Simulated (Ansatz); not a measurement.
A run for Ansatz (a program for electronic structure): R-B3LYP/def2-TZVPP on FH2In (SMILES [F][InH2]), atoms moved off the minimum. Elements past Kr take the def2 small-core potentials; no spin–orbit coupling.

Ansatz 0.2 input:
```yaml
crystal:
  periodic: [false, false, false]
  atoms:
    - {symbol: In, position_ang: [-0.08998180, -0.23097044, 0.05924337]}
    - {symbol: H, position_ang: [0.71038692, -1.03899188, 1.30585023]}
    - {symbol: H, position_ang: [-1.56794672, -0.44185528, -0.85865367]}
    - {symbol: F, position_ang: [0.70966627, 1.43782299, -0.48634279]}
basis:
  gaussian:
    orbitals: def2-TZVPP
hamiltonian:
  xc: {name: B3LYP}
scf: {lower_state_search: off}
output: {forces: true}
```

**Question.** What total energy does the run end on?

**Answer.** -291.3020 hartree.
